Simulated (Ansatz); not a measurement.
`FC(F)(F)C1=CC(C(F)(F)F)=[O+][Zn-]([Cl])[O]1`, charge 0, multiplicity 1.

(1) Give a relaxed structure at PBE0-D4/def2-TZVP (the Gaussian-basis code of Ansatz). (Best estimate.)

Answers

(1) Ansatz gave: 
Cartesian coordinates in Å:
```
F -0.697 2.155 -2.599
C -0.649 0.840 -2.413
F -1.895 0.372 -2.426
F 0.010 0.293 -3.431
C 0.081 0.526 -1.095
C -0.594 -0.181 -0.106
C 0.000 -0.501 1.110
C -0.815 -1.287 2.151
F -0.202 -2.434 2.429
F -2.046 -1.565 1.726
F -0.914 -0.579 3.272
O 1.163 -0.228 1.500
Zn 2.464 0.752 0.440
Cl 4.447 1.357 0.795
O 1.257 0.968 -1.067
H -1.610 -0.491 -0.287
```
Point group C2v.
This is one stationary point; other conformers may exist.
